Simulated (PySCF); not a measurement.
Job file and geometry (Å, from GFN2-xTB) of an NMR shielding run on SMILES [SiH2]([Si@H](C=C)N(C)BC)N, C$_{4}$H$_{15}$BN$_{2}$Si$_{2}$, GIAO PBE0/pcSseg-1 NMR shielding, non-relativistic, gas phase (PySCF); density fitting, a coarse starting grid and PySCF grid level 2 are the driver's defaults:

```
$ OMP_NUM_THREADS=1 python probes_run.py task.json out

{"job": {"kind": "nmr", "xc": "PBE0", "basis": "pcSseg-1"}, "charge": 0, "multiplicity": 1}
C     -0.560112     2.633231    -0.734159
C     -1.112269     1.801166     0.135183
Si    -0.577128     0.011207     0.407463
Si    -2.260178    -1.379497    -0.350244
N     -1.856941    -2.994585     0.116818
N      0.956037    -0.263845    -0.423645
C      0.910072    -1.230020    -1.511706
B      2.158018     0.391228    -0.136331
C      2.309774     1.473838     1.007299
H      0.287049     2.331992    -1.329641
H     -0.907794     3.644525    -0.886223
H     -1.958804     2.149909     0.715599
H     -0.307334    -0.171084     1.853282
H     -3.563625    -0.929884     0.185461
H     -2.463542    -1.498182    -1.800165
H     -2.486589    -3.741412    -0.131685
H     -1.499790    -3.157037     1.044773
H      0.275827    -0.869372    -2.325314
H      1.910592    -1.395527    -1.907496
H      0.510014    -2.184873    -1.166798
H      3.105392     0.123967    -0.786267
H      1.419812     1.620449     1.612204
H      2.570320     2.440445     0.576928
H      3.129462     1.213125     1.675689
```

Task: Write the output of this run.

Result: 
```
coarse grid: 20104 points
cycle   1  E = -874.0386495630  dE =  6.954e-01  |g| = 6.369e-01  |ddm| = 4.271e+00
cycle   2  E = -873.9886777500  dE =  4.997e-02  |g| = 7.952e-01  |ddm| = 1.294e+00
cycle   3  E = -874.1361882003  dE = -1.475e-01  |g| = 9.096e-02  |ddm| = 8.056e-01
cycle   4  E = -874.1377149192  dE = -1.527e-03  |g| = 3.920e-02  |ddm| = 1.028e-01
cycle   5  E = -874.1380568656  dE = -3.419e-04  |g| = 9.706e-03  |ddm| = 3.454e-02
cycle   6  E = -874.1380755720  dE = -1.871e-05  |g| = 3.730e-03  |ddm| = 1.035e-02
cycle   7  E = -874.1380786628  dE = -3.091e-06  |g| = 5.849e-04  |ddm| = 3.573e-03
final grid: 182456 points
cycle   8  E = -874.1833995917  dE = -5.483e-05  |g| = 1.032e-02  |ddm| = 3.880e-02
cycle   9  E = -874.1833852256  dE =  1.437e-05  |g| = 1.311e-02  |ddm| = 1.948e-02
cycle  10  E = -874.1834245468  dE = -3.932e-05  |g| = 1.689e-03  |ddm| = 1.140e-02
cycle  11  E = -874.1834251749  dE = -6.281e-07  |g| = 3.233e-04  |ddm| = 1.503e-03
cycle  12  E = -874.1834251959  dE = -2.100e-08  |g| = 1.121e-04  |ddm| = 3.396e-04
cycle  13  E = -874.1834251984  dE = -2.517e-09  |g| = 3.931e-05  |ddm| = 1.163e-04
cycle  14  E = -874.1834251988  dE = -3.629e-10  |g| = 8.616e-06  |ddm| = 4.657e-05
converged SCF energy = -874.1834251988

GIAO shielding tensors (ppm)
atom      isotropic    diamagn.    paramagn.     s11        s22        s33       span
  0 C       43.699     255.884    -212.186    -85.293     42.425    173.964    259.257
  1 C       47.595     265.202    -217.608    -68.407     39.320    171.871    240.278
  2 Si     377.298     884.954    -507.656    328.103    375.857    427.933     99.830
  3 Si     404.116     880.315    -476.199    358.018    377.077    477.254    119.236
  4 N      267.478     316.082     -48.604    229.331    263.680    309.424     80.094
  5 N      157.210     329.249    -172.039     41.132    186.994    243.504    202.372
  6 C      140.506     246.107    -105.601    108.382    129.981    183.156     74.775
  7 B       51.921     194.740    -142.818     10.170     44.945    100.649     90.479
  8 C      177.782     254.454     -76.672    163.576    182.263    187.508     23.932
  9 H       25.717      34.994      -9.277     21.310     25.538     30.305      8.995
 10 H       25.194      29.199      -4.005     22.073     24.976     28.534      6.461
 11 H       25.522      32.044      -6.522     23.821     25.220     27.526      3.705
 12 H       26.108      33.125      -7.018     22.910     25.140     30.272      7.362
 13 H       26.619      29.527      -2.908     22.357     25.466     32.033      9.676
 14 H       26.666      30.060      -3.394     24.448     25.067     30.484      6.036
 15 H       31.650      27.723       3.927     23.440     27.121     44.388     20.948
 16 H       31.914      32.395      -0.481     24.274     29.095     42.374     18.100
 17 H       28.392      31.354      -2.962     24.819     26.148     34.209      9.390
 18 H       28.347      30.243      -1.896     24.386     27.195     33.459      9.073
 19 H       27.877      30.600      -2.723     22.303     28.198     33.129     10.825
 20 H       26.122      32.140      -6.018     24.880     25.512     27.975      3.095
 21 H       31.284      34.862      -3.578     26.765     32.085     35.002      8.237
 22 H       31.385      30.610       0.776     27.297     29.831     37.028      9.732
 23 H       31.297      29.960       1.337     27.573     28.150     38.168     10.595
```

Size and cost of the density-fitted run: 242 basis functions, 110 s wall time on 1 thread of an Arm Neoverse N1, shared host; peak memory 1.1 GiB.
